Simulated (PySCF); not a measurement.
Choosing a molecule for a target property.

Species are written as SMILES; each is one conformer at its optimised geometry, gas phase, non-relativistic unless stated. Electronic properties by PySCF.

The conformers computed, where there is a choice (atom-mapped SMILES and torsion angles):
- `[CH3:1][CH2:2][n:3]1[cH:4][cH:5][c:6]([F:7])[n:8]1`: C1–C2–N3–C4 89°
- `[CH3:1][S@@:2](=[O:3])[c:4]1[cH:5][cH:6][n:7][cH:8][cH:9]1`: C1–S2–C4–C5 79°
- `[CH:1]#[C:2][C:3](=[CH2:4])[C:5]([F:6])=[C:7]=[S:8]`: C2–C3–C5–F6 180°
- `[CH3:1][CH2:2][P@@H:3](=[O:4])[CH2:5][CH2:6][C:7]#[N:8]`: C1–C2–P3–O4 178°, C2–P3–C5–C6 -178°, P3–C5–C6–C7 -66°

The conformers of `NP1CCC(=O)CC1` aren't listed.

Task: Wanted: lowest triplet excitation (Tamm–Dancoff) above 6 eV (TDA wB97X-D/def2-SVPD) and HOMO–LUMO gap above 10.5 eV (wB97X-D/def2-SVPD), at GFN2-xTB geometries. Which candidate meets both?
A. `C[S@@](=O)c1ccncc1`
B. `C#CC(=C)C(F)=C=S`
C. `CC[P@@H](=O)CCC#N`
D. `NP1CCC(=O)CC1`
E. `CC1=NC=CC=P1`
F. `C#Cc1ccnc([SiH3])p1`
G. `CCn1ccc(F)n1`

Result: C. Computed values:
```
            species  lowest triplet excitation (Tamm–Dancoff)  HOMO–LUMO gap
   C#CC(=C)C(F)=C=S                                   1.29 eV        6.73 eV
C#Cc1ccnc([SiH3])p1                                   2.93 eV        8.08 eV
       CC1=NC=CC=P1                                   3.21 eV        8.75 eV
      NP1CCC(=O)CC1                                   3.84 eV       10.13 eV
 C[S@@](=O)c1ccncc1                                   4.25 eV        9.38 eV
       CCn1ccc(F)n1                                   4.84 eV       10.93 eV
  CC[P@@H](=O)CCC#N                                   6.60 eV       11.74 eV
```

Task: Wanted: electronic spatial extent ⟨r²⟩ about the centre of nuclear charge below 900 bohr² (wB97X-D/def2-SVPD) and lowest singlet excitation below 6 eV (TDDFT wB97X-D/def2-SVPD), at GFN2-xTB geometries. Which candidate meets both?
A. `CCn1ccc(F)n1`
B. `C(CC[P@@H](CC)=O)#N`
C. `C#Cc1ccnc([SiH3])p1`
D. `Cc1ncccp1`
E. `C#CC(=C)C(F)=C=S`
F. `C[S@](c1ccncc1)=O`

Result: D. Computed values:
```
            species  electronic spatial extent ⟨r²⟩ about the centre of nuclear charge  lowest singlet excitation
          Cc1ncccp1                                                          807 bohr²                    3.87 eV
       CCn1ccc(F)n1                                                         1006 bohr²                    6.57 eV
   C#CC(=C)C(F)=C=S                                                         1209 bohr²                    1.64 eV
C(CC[P@@H](CC)=O)#N                                                         1357 bohr²                    7.54 eV
  C[S@](c1ccncc1)=O                                                         1393 bohr²                    4.88 eV
C#Cc1ccnc([SiH3])p1                                                         1818 bohr²                    3.43 eV
```

Task: Wanted: dipole moment between 2.5 D and 5 D (wB97X-D/def2-SVPD) and static isotropic polarisability above 88 au (wB97X-D/def2-SVPD), at GFN2-xTB geometries. Which candidate meets both?
A. `C#Cc1ccnc([SiH3])p1`
B. `CC[P@@H](=O)CCC#N`
C. `CCN1C=CC(F)=N1`
D. `C[S@@](=O)c1ccncc1`
E. `Cc1ncccp1`

Result: D. Computed values:
| species | dipole moment | static isotropic polarisability |
| --- | --- | --- |
| Cc1ncccp1 | 1.28 D | 88.5 au |
| C#Cc1ccnc([SiH3])p1 | 1.85 D | 131.7 au |
| C[S@@](=O)c1ccncc1 | 3.24 D | 98.2 au |
| CCN1C=CC(F)=N1 | 4.02 D | 71.2 au |
| CC[P@@H](=O)CCC#N | 5.51 D | 86.9 au |
